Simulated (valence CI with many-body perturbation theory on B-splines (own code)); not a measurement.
The numbers below are computed, except where a source is named.
## Sensitivity of CI+MBPT for I40+

Level of theory: valence CI with perturbative core correlation (CI+MBPT): three valence electrons over a frozen Dirac-Fock core [Ne], a basis of 6 s, 6 p, 5 d, 3 f, 1 g functions for each j, with the one-electron correlation potential Σ1 (screened to all orders), the two-electron term Σ2, the three-electron term Σ3, Breit, model QED; selected single and double excitations, second order for the rest, scaled by the run's own slope (own B-spline code, finite nucleus).

The last digits are not significant, and no measured levels were compared; by estimate large intervals hold to a few tenths of a per cent, small ones and those within an open d or f shell to about a per cent.

The reference run has the lowest level (3s^2 3p1/2) J=1/2 and an ionisation energy of 2927.71 eV. Its largest variational space holds 2842 state functions.

Levels are named by their leading jj configuration (3d3/2^4 stands for four electrons in 3d with j = 3/2), which in mixed levels can hold well under half, so a name can repeat and another be missing. Letters in brackets count levels of one name in rising energy.

| Level | Reference (cm⁻¹) | Shift (cm⁻¹) |
| --- | --- | --- |
| (3s^2 3p3/2) J=3/2 | 610147 | +4.1 |
| (3s 3p1/2^2) J=1/2 | 793587 | -24 |
| (3s 3p1/2 3p3/2) J=3/2 [a] | 1268350 | -20 |
| (3s 3p1/2 3p3/2) J=5/2 | 1355780 | -19 |
| (3s 3p1/2 3p3/2) J=3/2 [b] | 1477580 | -14 |
| (3s 3p1/2 3p3/2) J=1/2 | 1543820 | -20 |
| (3s^2 3d3/2) J=3/2 | 1831230 | +15 |
| (3s^2 3d5/2) J=5/2 | 1852450 | +10 |
| (3s 3p3/2^2) J=5/2 | 2044630 | +7.3 |
| (3s 3p3/2^2) J=1/2 | 2157970 | -15 |
| (3s 3p3/2^2) J=3/2 | 2197450 | -15 |
| (3p1/2^2 3p3/2) J=3/2 | 2289670 | -35 |

The ionisation energy moves by +0.01 eV.

(1) Which of these changes was made?
A. scale of Σ1 1 → 0; scale of Σ2 1 → 0; three-electron term on → off
B. screening of Σ1 on → off
C. size limit of the variational space 10000 → 3000

## Answers

(1) B. screening of Σ1 on → off.
